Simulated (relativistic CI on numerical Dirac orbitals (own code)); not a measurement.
What each ingredient does to the levels of Tc XXV

Base calculation: Dirac-Coulomb-Breit CI, separate exchange-only KLI orbitals for each configuration, a model potential for QED, unscaled Slater integrals.

CI space (outside the closed core [Ne]): 3s2 3p6 3d, 3s2 3p5 3d2, 3s 3p6 3d2, 3s2 3p6 4s, 3s2 3p6 4p, 3s2 3p6 4d, 3s2 3p6 4f, 3s2 3p5 3d 4s, 3s2 3p5 3d 4p, 3p6 3d3, 3p5 3d4. Double excitations out of closed p, d and f shells are left out; levels of such configurations are missing from the list, as are those of other unlisted configurations, and high levels can miss mixing partners. These lack a partner that the ground configuration has and come out too high: 3s2 3p5 3d 4s, 3s2 3p5 3d 4p.

Variants: (1) non-relativistic limit; (2) only the first 3 configurations. Shifts of the energy above 3s2 3p6 3d 2D_3/2, in cm⁻¹, for the lowest level and the first level of each name with at least 55 % of one term (blank where a level changes its place among those of its configuration and J or its character, or is not in the variant):

| Level | Base | Δ(1) | Δ(2) |
| --- | --- | --- | --- |
| 3s2 3p6 3d 2D_3/2 | 0 | 0 | 0 |
| 3s2 3p6 3d 2D_5/2 | 41890 | -41890 | +21 |
| 3s2 3p5 3d2 4D°_1/2 | 940347 | -45671 | -862 |
| 3s2 3p5 3d2 4D°_3/2 | 949543 | -54867 | -850 |
| 3s2 3p5 3d2 4D°_5/2 | 970111 | -75434 | -865 |
| 3s2 3p5 3d2 4G°_9/2 | 1012390 | -69868 | -897 |
| 3s2 3p5 3d2 4G°_11/2 | 1025679 | -83157 | -894 |
| 3s2 3p5 3d2 4P°_5/2 | 1035962 | -79312 | -842 |
| 3s2 3p5 3d2 4P°_3/2 | 1044380 |  | -762 |
| 3s2 3p5 3d2 4F°_9/2 | 1079178 | -106199 | -895 |
| 3s2 3p5 3d2 2D°_5/2 | 1079544 |  | -746 |
| 3s2 3p5 3d2 2F°_7/2 | 1095713 | -104907 | -743 |
| 3s2 3p5 3d2 2H°_11/2 | 1100043 | -66055 | -884 |
| 3s2 3p5 3d2 2P°_1/2 | 1125401 | -110891 | -794 |

At this charge energies of transitions that change n are usually good to better than 1 %, and those within a shell (Δn = 0) to a few per cent.

Ionisation energy from the two ground configurations alone: base 1166.03 eV. The NIST ASD value (theoretical) is 1166 eV.

LS names give the leading component of a level, which can be under half, so a name can repeat, a term be missing and a line seem to break the LS rules.
